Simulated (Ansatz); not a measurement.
Geometry optimisation, RKS CAM-B3LYP/def2-SVPD in Ansatz 0.2.0.

The input (input.yaml):

```yaml
crystal:
  periodic: [false, false, false]
  atoms:
    - { symbol: Ga, position_ang: [-0.969513, -0.255269, 0.689331] }
    - { symbol: H, position_ang: [1.686769, -0.045176, 1.443383] }
    - { symbol: Cl, position_ang: [2.416272, 0.298654, 0.381531] }
    - { symbol: "N", position_ang: [-1.749819, -0.037204, -0.990711] }
    - { symbol: H, position_ang: [-2.664157, -0.399297, -1.247123] }
    - { symbol: H, position_ang: [-1.334352, 0.438291, -1.786211] }
basis:
  gaussian: { orbitals: def2-SVPD }
hamiltonian:
  xc: cam_b3lyp
relax:
  f_tol: 0.03
  max_steps: 50
output:
  orbitals: {}
```

Launched with:

```bash
$ ansatz run input.yaml --threads 4 --pin off --max-ram 5120MiB --backend cpu --events-out ev --progress --plain --runs-dir out
```

Task: Where does it end, and by what steps?

Result: The run converged. The force dipped under the threshold on the way, but the program's further checks kept it going. After 26 steps the energy has fallen by 0.138 eV; Cl3 moved furthest, 1.40 Å.

```csv
step,energy less start (eV),largest force component (eV/Å),accepted
0,0.0000,0.886,yes
1,-0.0226,0.733,yes
2,-0.0036,1.324,no
3,-0.0404,0.390,yes
4,-0.0489,0.152,yes
5,-0.0558,0.119,yes
6,-0.0343,1.144,no
7,-0.0602,0.188,yes
8,-0.0671,0.247,yes
9,-0.0680,0.614,yes
10,-0.0546,0.886,no
11,-0.0822,0.373,yes
12,-0.0943,0.245,yes
13,-0.1047,0.126,yes
14,-0.1210,0.060,yes
15,-0.1103,0.802,no
16,-0.1261,0.080,yes
17,-0.1243,0.301,no
18,-0.1289,0.070,yes
19,-0.1315,0.059,yes
20,-0.1323,0.146,yes
21,-0.1371,0.013,yes
22,-0.1366,0.098,no
23,-0.1380,0.027,yes
24,-0.1374,0.127,no
25,-0.1382,0.037,yes
26,-0.1383,0.025,yes
```

```xyz
6
Properties=species:S:1:pos:R:3
Ga -0.399 -0.011 -0.217
H 1.850 0.075 1.022
Cl 2.996 0.125 1.648
N -2.015 -0.053 -1.131
H -2.880 -0.431 -0.758
H -2.168 0.294 -2.073
```

Whether the end is a true minimum wasn't checked by a vibrational analysis.

Time of the run: 27 s on 4 threads of Intel(R) Xeon(R) 6975P-C (Granite Rapids) (shared host), peak memory 0.32 GiB.
